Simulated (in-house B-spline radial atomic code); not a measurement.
Atomic self-consistent-field run: Sb II (Sb+). Level of theory: scalar-relativistic (X2C) PW91, spin-polarised, spherical fractional occupations, Fermi nucleus of rms radius 4.6802 fm; calculated with a radial B-spline atomic code at the basis-set limit.

Command:
```bash
python run_scf.py task.json out
```
Settings (nuclear radius in fm, mass in u):
```
Z                51
configuration    [Kr] 4d10 5s2 5p2
hamiltonian      x2c
method           pw91,pw91
spin_polarised   True
nucleus          fermi
rms_radius       4.6802
atomic_mass      120.90381
speed_of_light   137.035999084
```

Output (hartree, bohr):
```
 radial grid: 81 intervals, B-splines of order 8, outer radius 60 bohr

 iter        energy (Eh)    residual
    1       -6478.164864    4.48e-01
    2       -6478.464304    2.78e-01
    3       -6480.990718    1.91e-02
    4       -6480.998340    6.75e-03
    5       -6480.999064    1.36e-03
    6       -6480.999122    3.21e-04
    7       -6480.999124    1.08e-04
    8       -6480.999124    2.61e-05
    9       -6480.999124    7.36e-07
   10       -6480.999124    4.74e-08

 total energy                     -6480.99912
 kinetic                            6839.8580
 electron-nucleus                 -15724.4216
 Hartree                            2575.9664
 exchange-correlation               -172.4019

 orbital      occ     eigenvalue          <r>       <r^2>       <1/r>       r_max
 1s up      1.000     -1112.0146    0.0278315  0.00105916     56.8884     0.01764
 1s down    1.000     -1112.0128    0.0278314  0.00105916     56.8885     0.01764
 2s up      1.000      -169.4980     0.122115   0.0176468     12.9154      0.1036
 2s down    1.000      -169.4973     0.122115   0.0176467     12.9153      0.1036
 2p up      3.000      -152.3177     0.106828   0.0139476     11.9762     0.08273
 2p down    3.000      -152.3163     0.106828   0.0139477     11.9761     0.08273
 3s up      1.000       -33.4873     0.330355    0.124904      4.5321      0.3001
 3s down    1.000       -33.4858     0.330351      0.1249      4.5321      0.3001
 3p up      3.000       -27.8736     0.328506    0.125308     4.23123      0.2934
 3p down    3.000       -27.8718     0.328501    0.125303     4.23125      0.2935
 3d up      5.000       -19.2523     0.305487    0.110672     3.97724      0.2442
 3d down    5.000       -19.2507     0.305478    0.110664     3.97732      0.2442
 4s up      1.000        -5.7741     0.790944    0.707823      1.7823      0.7231
 4s down    1.000        -5.7705     0.790838    0.707501     1.78225      0.7232
 4p up      3.000        -4.0525     0.852299    0.829719     1.60633      0.7624
 4p down    3.000        -4.0485      0.85174    0.828272     1.60689      0.7626
 4d up      5.000        -1.5452      1.03172     1.25862     1.29309      0.8471
 4d down    5.000        -1.5367      1.02564      1.2408     1.29852      0.8467
 5s up      1.000        -0.7826      2.16234      5.2809    0.599252       1.884
 5s down    1.000        -0.7283      2.14927      5.2366    0.606539       1.859
 5p up      2.000        -0.4661      2.65078     8.00596    0.480551       2.256
```

Run time, properties included: 0.37 s on 1 thread of Arm Neoverse V1, with other jobs on the host.

One-electron X2C: radii and densities carry no picture-change correction, so inner-shell <1/r> comes out high (for 1s by about 2 % at Z = 33, 5 % at 54, 10 % at 75, 30 % at 118) and <r> low.
